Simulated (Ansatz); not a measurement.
Species: C3H7Ge, net charge -1, singlet state. It need not be the lowest isomer of its formula. Whether it binds its extra electron was not tested at this geometry. 
Coordinates optimised at B3LYP-D3(BJ)/def2-TZVP (Ansatz, a program for electronic structure):
```xyz
11

C     -2.7585     0.3019     0.2529
C     -1.7582     0.0172    -0.6001
C     -0.6206    -0.9097    -0.2276
Ge     1.0191     0.1205     0.1518
H     -3.4655     1.0080    -0.2347
H     -1.6354     0.4305    -1.6209
H     -0.8832    -1.4473     0.6870
H     -0.3717    -1.6383    -1.0104
H      0.8696     1.0115     1.4068
H      1.3906     1.0656    -1.0241
H      2.3083    -0.7432     0.3888
```
Charge -1, spin multiplicity 1.

Basis-set convergence of Hartree-Fock and CCSD correlation energies (hartree) with Ansatz. Correlated levels leave the core frozen unless marked. Spin-orbit coupling is left out. Frozen are the shells of the preceding noble gas and the d and f shells that filled before the atom's block. Non-relativistic.

```
basis        functions        E(HF)  E(corr, CCSD)
-----------  ---------  -----------  -------------
aug-cc-pVDZ        168  -2192.91417       -0.60520
aug-cc-pVTZ        358  -2193.01353       -0.69704
aug-cc-pVQZ        655  -2193.02371       -0.72241
```

Extrapolating the two largest sets (X = 3 and 4) as X^-3: E(corr) = (64·(-0.72241) - 27·(-0.69704))/37 = -0.7409 Eh, an estimate of the basis-set limit. The largest set recovers 97.5 % of it, the smallest 81.7 %.
